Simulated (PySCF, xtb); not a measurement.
C4H5FSi, SMILES C#C/C=C\[SiH2]F. One conformer was computed; it need not be the lowest.

Harmonic wavenumbers (cm⁻¹) from GFN2-xTB (xtb) at its own minimum, in rising order: 30, 86, 177, 210, 271, 368, 524, 543, 569, 626, 675, 725, 743, 763, 774, 815, 920, 984, 1180, 1326, 1623, 2245, 2307, 2329, 3012, 3042, 3394.

Question: What does ωB97X-D3(BJ)/def2-SVP (PySCF) give at its own minimum? (An estimate is asked for; the answer gives what the named calculation found.)

Answer: 57, 86, 213, 240, 318, 424, 615, 661, 727, 741, 741, 759, 769, 870, 930, 957, 985, 1028, 1174, 1370, 1695, 2256, 2287, 2287, 3186, 3205, 3482. Paired by order, the mean absolute difference is 72 cm⁻¹ and the zero-point energies are 43.3 and 45.8 kcal/mol.
